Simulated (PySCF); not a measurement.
C3H4BrCl, SMILES C/C(=C\Br)Cl.

The structure is a stationary point at r2SCAN-D4/def2-SVP.

Two levels are set side by side: TDDFT-PBE/def2-SVPD (PySCF) and TDDFT-PBE0/def2-SVPD (PySCF). Vertical, same geometry. The lowest singlet is HOMO→LUMO+1 100 % with PBE and HOMO→LUMO+1 98 % with the other functional; states are paired by order. Differences are taken from unrounded values.

```tsv
quantity	TDDFT-PBE0	TDDFT-PBE	TDDFT-PBE minus TDDFT-PBE0
lowest singlet excitation (eV)	5.15	4.74	-0.42
lowest triplet excitation (TDA) (eV)	3.78	3.79	0.00
first bright state (f over 0.05) (eV)	5.99	5.50	-0.49
its oscillator strength	0.31	0.23	-0.08
```

Functionals without exact exchange tend to place singlet excitations lower, as here. Differences between two approximate levels are no errors against the true value.

Rough cost on one machine, each run with all the roots and properties that it gave: TDDFT-PBE0 against TDDFT-PBE about 4 times.
